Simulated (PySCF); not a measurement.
Match the calculated data to a structure.

All candidates are C7H12.

- Dipole: 0.07 D [PBE0/pcSseg-1]
- 1H NMR: chemical shifts (computed TMS as zero) by class: 2.10 (2 H), 1.60 (4 H), 1.16 (4 H), 1.08 (2 H) ppm [GIAO PBE0/pcSseg-1]
- Rotational structure: rotational constants A, B, C: 3.766, 3.258, 2.828 GHz [GFN2-xTB]
- 13C NMR: chemical shifts (computed TMS as zero) by class: 39.8 (1 C), 39.8 (2 C), 32.5 (4 C) ppm [GIAO PBE0/pcSseg-1]

Electronic properties: PySCF, gas phase, density fitting. Levels stand in brackets. Isolated species at its GFN2-xTB geometry, gas phase. NMR classes are plain means over equivalent atoms (diastereotopic ones count apart unless rotation or inversion swaps them), as if these changed places fast.

Question: Which candidate is it?
A. `C=C[C@H](C)C1CC1`
B. `C=CC1(C)CCC1`
C. `C1C[C@H]2CC[C@@H]1C2`

Answer: C. It is `C1C[C@H]2CC[C@@H]1C2`. Numbering: `[CH2:1]1[CH2:2][C@@H:3]2[CH2:4][CH2:5][C@H:6]1[CH2:7]2`. Its formula, C7H12, gives 2 degrees of unsaturation: 2 rings and 0 π bonds in the structure found. 7 carbons fall into 3 classes; from least to most shielded: ring CH2 carbon [C7] (39.8 ppm), sp3 carbon at a ring junction [C3/C6] (39.8 ppm, 2 C), ring CH2 carbon [C1/C2/C4/C5] (32.5 ppm, 4 C). Hydrogen classes from least to most shielded: 2 H on 2 like atoms (sp3 carbon at a ring junction), C3/C6 (2.10 ppm), 4 H on 4 ring CH2 carbons, C1/C2/C4/C5 (1.60 ppm), 4 H on 4 ring CH2 carbons, C1/C2/C4/C5 (1.16 ppm), 2 H on a ring CH2 carbon, C7 (1.08 ppm). The optimised geometry has point group C2v and is an asymmetric top.

The others, at the same levels:
- `C=C[C@H](C)C1CC1` fails: it has 7 carbon classes against 3; its computed 13C shifts are 154.3 (1 C), 118.4 (1 C), 51.4 (1 C), 23.7 (1 C), 20.9 (1 C), 6.9 (1 C), 6.3 (1 C) ppm, 1H shifts are 6.12 (1 H), 5.20 (1 H), 5.15 (1 H), 1.19 (3 H), 0.85 (1 H), 0.54 (1 H), 0.44 (1 H), 0.41 (1 H), 0.10 (1 H), 0.09 (1 H) ppm and smallest rotational constant is 1.439 GHz (against 2.828 GHz).
- `C=CC1(C)CCC1` fails: it has 6 carbon classes against 3; its computed 13C shifts are 160.8 (1 C), 116.7 (1 C), 40.8 (1 C), 33.2 (2 C), 32.0 (1 C), 14.1 (1 C) ppm, 1H shifts are 6.43 (1 H), 5.28 (1 H), 5.18 (1 H), 2.15 (2 H), 1.99 (1 H), 1.83 (1 H), 1.78 (2 H), 1.24 (3 H) ppm and rotational constant A is 4.076 GHz (against 3.766 GHz).

Each candidate is one conformer, not necessarily the lowest. The conformers computed, where there is a choice (atom-mapped SMILES and torsion angles):
- `[CH2:1]=[CH:2][C@H:3]([CH3:4])[CH:5]1[CH2:6][CH2:7]1`: C1–C2–C3–C4 -119°, C2–C3–C5–C6 -153°
- `[CH2:1]=[CH:2][C:3]1([CH3:4])[CH2:5][CH2:6][CH2:7]1`: C1–C2–C3–C4 -96°

The conformers of `C1C[C@H]2CC[C@@H]1C2` aren't listed.
